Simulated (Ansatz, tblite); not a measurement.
Forces on NbB₇ at its PBE-D4/def2-SVP geometry. The state is a singlet with charge 0.

In the def2 sets Nb takes a core potential; there is no spin–orbit coupling. The xTB rows come from tblite. The restricted singlet is unstable towards broken spin symmetry in Hartree–Fock (as tested in another run); at PBE-D4/def2-TZVP this wasn't settled. Another isomer (singlet) lies 0.99 eV lower at PBE0-D4/def2-TZVP; other spin states weren't run for this one.

GFN1-xTB (tblite), largest force 5.17 eV/Å:

```xyz
8
positions Å, forces eV/Å
Nb   -1.021    0.353   -1.796   -2.958   -2.820   -3.165
B    -0.392   -0.867   -0.167   -0.903   -0.386   -1.242
B     0.043    1.738   -0.866    2.303    1.611    2.769
B     1.308   -0.770    0.413    0.765    0.458   -0.598
B     0.271   -1.571    1.267    0.346    0.168    0.470
B    -0.743    0.937    0.356    0.032    0.198    1.082
B     0.957    0.369   -0.707    0.966   -0.124    0.460
B    -0.423   -0.189    1.499   -0.552    0.894    0.224
```

GFN2-xTB (tblite), largest force 4.52 eV/Å:

```
Nb -2.645 -1.708 -3.239
B 0.020 0.115 -0.040
B 1.296 -0.136 2.099
B -0.867 0.279 -0.772
B 0.488 2.013 -0.289
B 1.272 -0.413 1.507
B 0.673 -0.207 1.891
B -0.237 0.057 -1.157
```

PBE-D4/def2-TZVP (Ansatz), largest force 0.62 eV/Å:

```
Nb 0.105 0.039 0.146
B 0.057 -0.009 0.095
B -0.031 -0.314 0.112
B -0.299 -0.006 -0.030
B 0.034 0.565 -0.247
B 0.070 -0.089 0.070
B -0.006 -0.058 0.116
B 0.069 -0.129 -0.261
```
